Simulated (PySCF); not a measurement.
# Scalar relativity in K⁻ (potassium, charge -1)

[Ar] 4s2, closed-shell 1S; UHF calculated with PySCF 2.14 in dyall-acv3z (25s18p7d3f, 135 functions), once non-relativistic with a point nucleus and once with spin-free X2C-1e and a Gaussian nucleus.

```
shell  ε non-rel. (eV)  rms r non-rel. (bohr, spins averaged)
   1s          -3630.4                                0.09441
   2s          -391.04                                 0.4202
   2p          -310.20                                 0.3883
   3s          -44.330                                  1.372
   3p          -22.713                                  1.563
   4s           -0.280                                  8.400
```

(1) How does scalar relativity move these shells?

The total energy goes from -599.1618 to -601.4614 hartree.

Relativity contracts and stabilises s shells directly. The contracted s shells screen the nucleus better, so for spin-averaged p shells the direct and indirect effects partly cancel.

## Answers

(1) 1s: ε -3646.8 eV, radius -0.74 %; 2s: ε -394.05 eV, radius -0.59 %; 2p: ε -310.33 eV, radius -0.21 %; 3s: ε -44.650 eV, radius -0.44 %; 3p: ε -22.668 eV, radius -0.06 %; 4s: ε -0.281 eV, radius -0.32 %.
